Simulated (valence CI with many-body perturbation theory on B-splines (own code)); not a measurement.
## E1 transitions of I XXII

Computed by valence CI with perturbative core correlation (CI+MBPT): four valence electrons over a frozen Dirac-Fock core [Ar] 3d10, a basis of 11 s, 11 p, 9 d, 7 f, 5 g, 2 h, 1 i functions for each j, with the one-electron correlation potential Σ1, the two-electron term Σ2, the three-electron term Σ3, Breit, model QED; selected CI, second order for the rest (own B-spline code, finite nucleus).

No measured levels were compared; by estimate levels hold to about 250 cm⁻¹ or 0.2 % of their energy and the worst to 1 %, as in measured heavy ions of charge 2 to 7; those with d or f electrons hold less well.

Lines 1 to 50 of 226 in falling wavelength, among levels below 179.60 eV, chosen from the strongest by gf and those to the six lowest levels. Wavelengths and rates use the calculated energies, so an error of 1000 cm⁻¹ moves a line at 41.80 nm by 0.42 % and its rate by three times that or more. Electric multipoles are in the length gauge, E1 and E2 with the static RPA response of the core. Weak lines are less certain than strong ones. Lines between different terms over intervals too small for the method are left out, as are lines whose strength nearly cancels. Where a level lies close to another of its J and parity, the split of strength between their lines is uncertain. The highest levels of a list are the least certain.

Levels are named by their leading jj configuration (3d3/2^4 stands for four electrons in 3d with j = 3/2), which in mixed levels can hold well under half, so a name can repeat and another be missing. Letters in brackets count levels of one name in rising energy.

| λ vac (nm) | Upper | Lower | A (s⁻¹) | S (a.u.) with core polarisation | S without |
| --- | --- | --- | --- | --- | --- |
| 41.80 | (4s 4p1/2^2 4p3/2) J=2 | (4s^2 4p3/2^2) J=2 | 2.78e+07 | 5.01e-03 | 5.44e-03 |
| 37.86 | (4s 4p1/2^2 4p3/2) J=1 | (4s^2 4p3/2^2) J=0 | 3.70e+07 | 2.98e-03 | 3.24e-03 |
| 33.16 | (4s 4p1/2 4p3/2 4d3/2) J=4 [a] | (4s^2 4p3/2 4d3/2) J=3 | 7.46e+08 | 1.21e-01 | 1.32e-01 |
| 32.26 | (4s 4p1/2^2 4p3/2) J=1 | (4s^2 4p3/2^2) J=2 | 2.75e+08 | 1.36e-02 | 1.48e-02 |
| 30.85 | (4s 4p1/2 4p3/2 4d3/2) J=4 [b] | (4s^2 4p3/2 4d5/2) J=3 | 8.78e+08 | 1.15e-01 | 1.25e-01 |
| 28.99 | (4s 4p1/2 4p3/2^2) J=2 [a] | (4s^2 4p3/2^2) J=2 | 2.32e+08 | 1.39e-02 | 1.52e-02 |
| 28.78 | (4p1/2 4p3/2^3) J=2 | (4s 4p3/2^3) J=1 | 2.67e+09 | 1.57e-01 | 1.71e-01 |
| 28.49 | (4p1/2^2 4p3/2^2) J=2 | (4s 4p1/2 4p3/2^2) J=1 [b] | 2.74e+09 | 1.56e-01 | 1.70e-01 |
| 28.21 | (4s 4p1/2^2 4p3/2) J=2 | (4s^2 4p1/2 4p3/2) J=2 | 1.07e+09 | 5.92e-02 | 6.44e-02 |
| 27.99 | (4s 4p1/2 4p3/2 4d5/2) J=5 | (4s^2 4p3/2 4d5/2) J=4 | 1.77e+09 | 2.11e-01 | 2.30e-01 |
| 26.77 | (4s 4p1/2^2 4p3/2) J=2 | (4s^2 4p1/2 4p3/2) J=1 | 1.71e+09 | 8.11e-02 | 8.82e-02 |
| 26.57 | (4s 4p1/2 4p3/2^2) J=3 | (4s^2 4p3/2^2) J=2 | 3.07e+09 | 1.99e-01 | 2.16e-01 |
| 26.40 | (4s 4p3/2^2 4d5/2) J=4 | (4s^2 4p3/2 4d5/2) J=3 | 1.63e+09 | 1.33e-01 | 1.45e-01 |
| 26.01 | (4s 4p1/2 4p3/2^2) J=1 [a] | (4s^2 4p3/2^2) J=0 | 1.03e+09 | 2.69e-02 | 2.92e-02 |
| 25.38 | (4p1/2^2 4p3/2^2) J=2 | (4s 4p1/2 4p3/2^2) J=2 [b] | 4.43e+09 | 1.79e-01 | 1.95e-01 |
| 24.91 | (4p1/2^2 4p3/2^2) J=0 | (4s 4p1/2 4p3/2^2) J=1 [b] | 1.59e+10 | 1.21e-01 | 1.32e-01 |
| 24.78 | (4p1/2 4p3/2^3) J=2 | (4s^2 4p1/2 4d3/2) J=2 | 2.71e+09 | 1.02e-01 | 1.11e-01 |
| 23.90 | (4p1/2 4p3/2^3) J=1 | (4s 4p3/2^3) J=2 | 4.87e+09 | 9.84e-02 | 1.07e-01 |
| 23.52 | (4s 4p1/2^2 4p3/2) J=1 | (4s^2 4p1/2 4p3/2) J=2 | 3.37e+09 | 6.50e-02 | 7.06e-02 |
| 23.27 | (4p1/2 4p3/2^3) J=2 | (4s 4p3/2^3) J=2 | 7.58e+09 | 2.36e-01 | 2.56e-01 |
| 23.24 | (4s 4p1/2 4p3/2^2) J=1 [a] | (4s^2 4p3/2^2) J=2 | 3.89e+08 | 7.22e-03 | 7.84e-03 |
| 23.10 | (4s 4p1/2 4p3/2^2) J=1 [b] | (4s^2 4p3/2^2) J=0 | 2.53e+09 | 4.62e-02 | 5.03e-02 |
| 22.94 | (4s 4p1/2 4p3/2^2) J=2 [b] | (4s^2 4p3/2^2) J=2 | 2.22e+09 | 6.62e-02 | 7.20e-02 |
| 22.51 | (4s 4p1/2^2 4p3/2) J=1 | (4s^2 4p1/2 4p3/2) J=1 | 2.68e+08 | 4.53e-03 | 4.91e-03 |
| 22.23 | (4p1/2^2 4p3/2^2) J=0 | (4s 4p1/2 4p3/2^2) J=1 [a] | 1.47e+10 | 7.97e-02 | 8.67e-02 |
| 22.12 | (4s 4p1/2 4p3/2 4d5/2) J=3 [c] | (4s^2 4p3/2 4d5/2) J=4 | 3.05e+09 | 1.14e-01 | 1.24e-01 |
| 22.05 | (4p1/2^2 4p3/2^2) J=2 | (4s 4p1/2 4p3/2^2) J=3 | 1.75e+10 | 4.63e-01 | 5.04e-01 |
| 21.93 | (4s 4p3/2^2 4d3/2) J=3 | (4s^2 4p3/2 4d5/2) J=2 | 3.95e+09 | 1.44e-01 | 1.57e-01 |
| 21.80 | (4s 4p1/2 4p3/2 4d5/2) J=2 [c] | (4s^2 4p3/2 4d3/2) J=1 | 2.96e+09 | 7.58e-02 | 8.24e-02 |
| 21.73 | (4p1/2 4p3/2^3) J=1 | (4s 4p1/2 4p3/2^2) J=1 [b] | 1.02e+10 | 1.56e-01 | 1.69e-01 |
| 21.73 | (4s 4p1/2 4p3/2^2) J=2 [a] | (4s^2 4p1/2 4p3/2) J=2 | 3.18e+08 | 8.04e-03 | 8.75e-03 |
| 21.34 | (4s 4p1/2 4p3/2 4d5/2) J=3 [e] | (4s^2 4p3/2 4d3/2) J=2 | 3.00e+09 | 1.01e-01 | 1.10e-01 |
| 20.89 | (4s 4p1/2 4p3/2^2) J=1 [b] | (4s^2 4p3/2^2) J=2 | 2.66e+09 | 3.59e-02 | 3.90e-02 |
| 20.87 | (4s 4p1/2 4p3/2^2) J=2 [a] | (4s^2 4p1/2 4p3/2) J=1 | 8.27e+09 | 1.85e-01 | 2.01e-01 |
| 20.78 | (4s 4p3/2^2 4d5/2) J=4 | (4s^2 4p3/2 4d5/2) J=4 | 5.76e+09 | 2.30e-01 | 2.50e-01 |
| 20.63 | (4p3/2^4) J=0 | (4s 4p3/2^3) J=1 | 3.06e+10 | 1.32e-01 | 1.44e-01 |
| 20.63 | (4p1/2^2 4p3/2^2) J=2 | (4s 4p1/2 4p3/2^2) J=2 [a] | 8.29e+09 | 1.79e-01 | 1.95e-01 |
| 20.44 | (4s 4p3/2^2 4d5/2) J=5 | (4s^2 4p3/2 4d5/2) J=4 | 1.21e+10 | 5.63e-01 | 6.13e-01 |
| 20.34 | (4s 4p1/2 4p3/2^2) J=3 | (4s^2 4p1/2 4p3/2) J=2 | 4.89e+09 | 1.42e-01 | 1.55e-01 |
| 20.05 | (4s 4p1/2 4p3/2 4d3/2) J=2 [c] | (4s^2 4p1/2 4d5/2) J=3 | 3.90e+09 | 7.76e-02 | 8.43e-02 |
| 19.99 | (4s 4p1/2 4p3/2 4d5/2) J=2 [a] | (4s^2 4p1/2 4d3/2) J=2 | 4.34e+09 | 8.55e-02 | 9.29e-02 |
| 19.88 | (4p1/2 4p3/2^3) J=1 | (4s 4p1/2 4p3/2^2) J=2 [b] | 8.56e+09 | 9.96e-02 | 1.08e-01 |
| 19.44 | (4p1/2 4p3/2^3) J=2 | (4s 4p1/2 4p3/2^2) J=2 [b] | 1.42e+10 | 2.57e-01 | 2.79e-01 |
| 19.42 | (4s 4p1/2 4p3/2 4d3/2) J=4 [b] | (4s^2 4p1/2 4d5/2) J=3 | 3.13e+09 | 1.02e-01 | 1.11e-01 |
| 19.32 | (4s 4p1/2 4p3/2 4d5/2) J=3 [c] | (4s^2 4p1/2 4d5/2) J=2 | 1.31e+10 | 3.26e-01 | 3.55e-01 |
| 19.24 | (4p1/2^2 4p3/2^2) J=2 | (4s 4p1/2^2 4p3/2) J=1 | 5.28e+09 | 9.28e-02 | 1.01e-01 |
| 19.21 | (4s 4p3/2^3) J=2 | (4s^2 4p3/2^2) J=2 | 1.40e+10 | 2.45e-01 | 2.66e-01 |
| 19.03 | (4s 4p1/2 4p3/2 4d5/2) J=3 [d] | (4s^2 4p1/2 4d5/2) J=2 | 1.62e+10 | 3.86e-01 | 4.20e-01 |
| 19.00 | (4s 4p1/2 4p3/2 4d5/2) J=2 [a] | (4s 4p3/2^3) J=2 | 4.86e+09 | 8.22e-02 | 8.92e-02 |
| 18.83 | (4s 4p1/2 4p3/2 4d5/2) J=4 [b] | (4s^2 4p1/2 4d5/2) J=3 | 2.05e+10 | 6.09e-01 | 6.62e-01 |
